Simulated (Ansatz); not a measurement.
Computed with Ansatz on PBE0-D4/def2-TZVP structures; ΔE is electronic, products minus reactants. CCSD(T)/CBS is the MP2 limit (def2-TZVPP, def2-QZVPP) plus CCSD(T) − MP2 in def2-TZVPP, frozen cores. Functionals use def2-TZVPP. For Br, Ga, Zn outer-core shells are correlated without core-valence functions, which leaves a few kJ/mol of doubt a bond. Scalar relativity is left out up to krypton. Each species was taken in one conformer, which may not be the lowest.

Consider the redistribution: `CC(C)[O][Zn][F]` + `[F][GaH][Br]` → `[F][Zn][Br]` + `CC(C)[O][GaH][F]`.

```
         level  ΔE (kcal/mol)
        B2PLYP          -10.7
CCSD/CBS(def2)          -13.0
```

Q: What does CCSD(T)/CBS give? (Best estimate.)

A: Ansatz gave: -12.5 kcal/mol. The listed levels differ from it by 1.8, -0.5 kcal/mol.

Largest T1 diagnostic among the species: 0.016.

In def2-TZVPP, CCSD(T) changes the Hartree–Fock value by +3.2 kcal/mol (the triples alone add +0.5 kcal/mol) and MP2 by +3.5 kcal/mol. From PBE to PBE0 (25 % exact exchange), in def2-TZVPP and without D4, ΔE moves by −1.7 kcal/mol. The D4 term adds −0.8 kcal/mol with B3LYP and −0.5 kcal/mol with PBE0; it sums over pairs of atoms, weighted by their polarisabilities, and B3LYP, whose exchange is more repulsive, gets the larger term.

B3LYP here is the variant with VWN-RPA as its local correlation; programs differ in this.
